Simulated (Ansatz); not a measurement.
Calculated with Ansatz (gas phase, PBE0-D4/def2-TZVP geometries, no zero-point term in ΔE). CCSD(T)/CBS adds triple-zeta CCSD(T) − MP2 to the extrapolated MP2 energy (def2 sets, frozen cores). This one scheme is used for every species. DFT in def2-TZVPP. Elements past krypton have def2 core potentials. For I, Sn outer-core shells are correlated without core-valence functions, which leaves a few kJ/mol of doubt a bond. Each species was taken in one conformer, which may not be the lowest.

Consider the cleavage of the Sn–B bond: `O[BH][SnH2][F]` + HI → `[F][SnH2][I]` + `BO`.

```json
{"species": "`O[BH][SnH2][F]`", "RPA@PBE/def2-TZVPP energy (Eh)": "-416.16020"}
{"species": "HI", "RPA@PBE/def2-TZVPP energy (Eh)": "-297.87860"}
{"species": "`[F][SnH2][I]`", "RPA@PBE/def2-TZVPP energy (Eh)": "-612.14054"}
{"species": "`BO`", "RPA@PBE/def2-TZVPP energy (Eh)": "-101.93258"}
```

Question: Work out ΔE.

Answer: ΔE = (-612.14054) + (-101.93258) − (-416.16020) − (-297.87860) = -0.03432 Eh = -90.1 kJ/mol. CCSD(T)/CBS gives -108.6 kJ/mol.

Largest T1 diagnostic among the species: 0.015.

From r2SCAN to r2SCAN0 (25 % exact exchange), in def2-TZVPP and without D4, ΔE moves by −5.8 kJ/mol. In def2-TZVPP, CCSD(T) changes the Hartree–Fock value by +39.8 kJ/mol (the triples alone add +3.4 kJ/mol) and MP2 by +29.7 kJ/mol. At CCSD(T), def2-SVP lies +11.2 kJ/mol from the extrapolated value and def2-TZVPP +12.3 kJ/mol.
